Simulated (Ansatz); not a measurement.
## Scan of the H6–C1–B2–C4 dihedral angle

C2H3BClN (SMILES CB(Cl)C#N), closed shell, at its PBE0-D4/def2-TZVP minimum:

| atom | x (Å) | y (Å) | z (Å) |
| --- | --- | --- | --- |
| C1 | -0.4929 | -0.6450 | 0.6607 |
| B2 | 0.5893 | 0.0713 | -0.1800 |
| Cl3 | 2.2816 | -0.3263 | -0.0908 |
| C4 | 0.2058 | 1.2010 | -1.1543 |
| N5 | -0.1127 | 2.0414 | -1.8749 |
| H6 | -0.1031 | -1.4463 | 1.2866 |
| H7 | -1.0030 | 0.0901 | 1.2950 |
| H8 | -1.2728 | -1.0433 | 0.0018 |

The dihedral angle H6–C1–B2–C4 (178.1° at the minimum) is set to the values below, with the rest relaxed at PBE0-D4/def2-TZVP at each step (the four atoms are held in place, so their three bonds and two angles keep the values of the minimum). Each method's energies count from its own value at the PBE0-D4 minimum structure. Program: Ansatz 0.2.0. Basis: def2-TZVPP. Cores are frozen in the correlated methods. B3LYP uses VWN-RPA correlation.

| dihedral angle (°) | CCSD(T) (kcal/mol) | PBE-D4 (kcal/mol) | wB97M-V (kcal/mol) |
| --- | --- | --- | --- |
| -173.8 | 0.005 | 0.006 | 0.005 |
| -160.5 | 0.070 | 0.083 | 0.067 |
| -147.1 | 0.225 | 0.238 | 0.214 |
| -133.8 | 0.424 | 0.420 | 0.401 |
| -120.5 | 0.588 | 0.566 | 0.555 |
| -107.1 | 0.658 | 0.627 | 0.623 |
| -93.8 | 0.618 | 0.588 | 0.587 |
| -80.5 | 0.489 | 0.465 | 0.463 |
| -67.1 | 0.313 | 0.300 | 0.294 |

Largest difference from the CCSD(T) curve over the scan: r2SCAN-D4 0.056; PBE0-D4 0.038; B3LYP-D4 0.061; HF 0.096 kcal/mol. Each curve counts from its own value at the minimum.

T1 diagnostic: at most 0.014.

For scale, one of the runs: CCSD(T)/def2-TZVPP, 208 basis functions (an equivalent command: `ansatz run in.yaml --threads 4`). Hardware: 4 CPU threads, shared host. Wall time 27 s; peak host memory 3.1 GiB.
